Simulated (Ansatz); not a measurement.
Isolated molecules relaxed with PBE0-D4/def2-TZVP in Ansatz; ΔE leaves out vibrations. CCSD(T)/CBS is the MP2 limit (def2-TZVPP, def2-QZVPP) plus CCSD(T) − MP2 in def2-TZVPP, frozen cores. DFT in def2-TZVPP. One conformer a species, not always the lowest.

Reaction (redistribution): `N[SiH2][SiH2]N` + `N[SiH](F)S` → `N[SiH2][SiH2]S` + `N[SiH](N)F`

`N[SiH2][SiH2]N`:

Cartesian coordinates in Å:
```
N 1.562 -1.003 -0.061
Si 0.441 -0.577 1.185
Si -1.213 0.674 0.080
N -0.596 0.880 -1.523
H 1.185 -1.317 -0.942
H 2.407 -1.503 0.165
H -0.171 -1.722 1.931
H 1.177 0.224 2.204
H -1.513 1.935 0.830
H -2.508 -0.055 -0.022
H 0.379 1.119 -1.622
H -1.151 1.344 -2.225
```

`N[SiH](F)S`:

Cartesian coordinates in Å:
```
N 0.453 1.295 0.236
Si -0.034 -0.320 0.307
F 1.131 -1.409 0.154
S -1.347 -0.614 -1.335
H 0.754 1.798 1.053
H 0.735 1.740 -0.622
H -0.618 -0.564 1.641
H -1.074 -1.926 -1.433
```

`N[SiH2][SiH2]S`:

```xyz
11

N    -0.064   -0.961   -1.678
Si    0.680    0.427   -0.987
Si   -0.354    0.750    1.087
S    -0.163   -1.151    2.075
H     0.171   -1.267   -2.608
H    -0.295   -1.741   -1.083
H     2.158    0.339   -0.772
H     0.454    1.598   -1.877
H    -1.797    1.083    0.940
H     0.291    1.835    1.877
H    -1.080   -0.911    3.027
```

`N[SiH](N)F`:

Z-matrix (Å, degrees):
```
Si
N 1 1.694
F 1 1.604 2 116.3
N 1 1.699 2 107.9 3 116.0
H 1 1.482 2 106.1 3 -115.6
H 2 1.006 1 121.4 3 85.7
H 2 1.007 1 121.8 3 -68.8
H 4 1.006 1 121.0 2 -157.4
H 4 1.006 1 121.2 2 50.4
```

```json
{"species": "`N[SiH2][SiH2]N`", "ωB97M-V energy (Eh)": "-693.31563"}
{"species": "`N[SiH](F)S`", "ωB97M-V energy (Eh)": "-844.82806"}
{"species": "`N[SiH2][SiH2]S`", "ωB97M-V energy (Eh)": "-1036.14439"}
{"species": "`N[SiH](N)F`", "ωB97M-V energy (Eh)": "-502.00821"}
```

Task: Work out ΔE.

Result: ΔE = (-1036.14439) + (-502.00821) − (-693.31563) − (-844.82806) = -0.00891 Eh = -23.4 kJ/mol. CCSD(T)/CBS gives -26.0 kJ/mol.

Largest T1 diagnostic among the species: 0.011.

At CCSD(T), def2-SVP lies +4.0 kJ/mol from the extrapolated value and def2-TZVPP +1.1 kJ/mol. In def2-TZVPP, CCSD(T) changes the Hartree–Fock value by +3.7 kJ/mol (the triples alone add +0.8 kJ/mol) and MP2 by +3.7 kJ/mol. From BLYP to BHLYP (50 % exact exchange), in def2-TZVPP and without D4, ΔE moves by −3.7 kJ/mol.
